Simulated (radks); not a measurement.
Values are calculated unless marked as measured or tabulated.
All-electron atom: In in [Kr] 4d10 5s2 5p1 (the NIST ground configuration).

Level of theory: scalar-relativistic Kohn-Sham, PBE, spin-unpolarised, spherical densities, finite nucleus; Fermi nuclear charge, rms radius 4.6156 fm (a radial shooting solver on a logarithmic mesh with Libxc functionals).

Energy parts (eV):
| part | energy |
|---|---|
| total | -160043.608 |
| kinetic | 166805.835 |
| electron-nucleus | -386968.105 |
| Hartree | 64458.691 |
| exchange-correlation | -4340.028 |

Orbitals (lengths in bohr, moments of r in powers of bohr; r(max) is where P^2 peaks; r(90%) holds 90 % of the orbital's charge):
[
 {"orbital": "1s", "occ.": "2", "eigenvalue (eV)": "-27752.76", "r(90%)": "0.0534", "r(max)": "0.01922", "<r^2>": "0.001195"},
 {"orbital": "2s", "occ.": "2", "eigenvalue (eV)": "-4155.451", "r(90%)": "0.199", "r(max)": "0.1086", "<r^2>": "0.01947"},
 {"orbital": "2p", "occ.": "6", "eigenvalue (eV)": "-3729.840", "r(90%)": "0.183", "r(max)": "0.08692", "<r^2>": "0.01536"},
 {"orbital": "3s", "occ.": "2", "eigenvalue (eV)": "-788.5329", "r(90%)": "0.513", "r(max)": "0.3155", "<r^2>": "0.1390"},
 {"orbital": "3p", "occ.": "6", "eigenvalue (eV)": "-649.1376", "r(90%)": "0.522", "r(max)": "0.3088", "<r^2>": "0.1399"},
 {"orbital": "3d", "occ.": "10", "eigenvalue (eV)": "-432.7139", "r(90%)": "0.512", "r(max)": "0.2582", "<r^2>": "0.1250"},
 {"orbital": "4s", "occ.": "2", "eigenvalue (eV)": "-119.6530", "r(90%)": "1.23", "r(max)": "0.7698", "<r^2>": "0.8143"},
 {"orbital": "4p", "occ.": "6", "eigenvalue (eV)": "-78.1309", "r(90%)": "1.36", "r(max)": "0.8160", "<r^2>": "0.9725"},
 {"orbital": "4d", "occ.": "10", "eigenvalue (eV)": "-18.6237", "r(90%)": "1.86", "r(max)": "0.9312", "<r^2>": "1.683"},
 {"orbital": "5s", "occ.": "2", "eigenvalue (eV)": "-8.2110", "r(90%)": "3.92", "r(max)": "2.155", "<r^2>": "7.834"},
 {"orbital": "5p", "occ.": "1", "eigenvalue (eV)": "-2.5188", "r(90%)": "5.89", "r(max)": "2.859", "<r^2>": "16.67"}
]

The highest occupied level is 5p at -2.519 eV. The electron density at the nucleus is 1.795e+05 e/bohr^3 (large components only).
